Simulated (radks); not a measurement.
The arsenic ion As3+, [Ar] 3d10 4s2. Method: non-relativistic Kohn-Sham, PBE, spin-polarised, spherical densities, point nucleus; computed with a radial shooting solver on a logarithmic mesh with Libxc functionals. Every spin shell is full or empty, so the densities are truly spherical. Functionals are evaluated on that one density, not self-consistently. Rank these orbital-free kinetic functionals by their error against the exact value of the orbitals, and give that value: Thomas-Fermi, von Weizsacker, TF + vW, TF + vW/9, TF + vW/5, LC94, APBEK, revAPBEK, Perdew 92, Thakkar, Pearson, LKT, PG1, DePristo-Kress, Ernzerhof.

Answer. Exact: 2232.13 hartree. From best to worst, with 100 (|E| - |E exact|)/|E exact| (equal figures are ties): LC94 -0.02, APBEK +0.06, DePristo-Kress -0.12, revAPBEK +0.29, Ernzerhof -0.42, Thakkar -0.51, Perdew 92 -0.77, TF + vW/9 -0.78, Pearson -1.17, TF + vW/5 +3.47, Thomas-Fermi -6.10, PG1 +17.86, LKT +22.58, TF + vW +41.74, von Weizsacker -52.16.
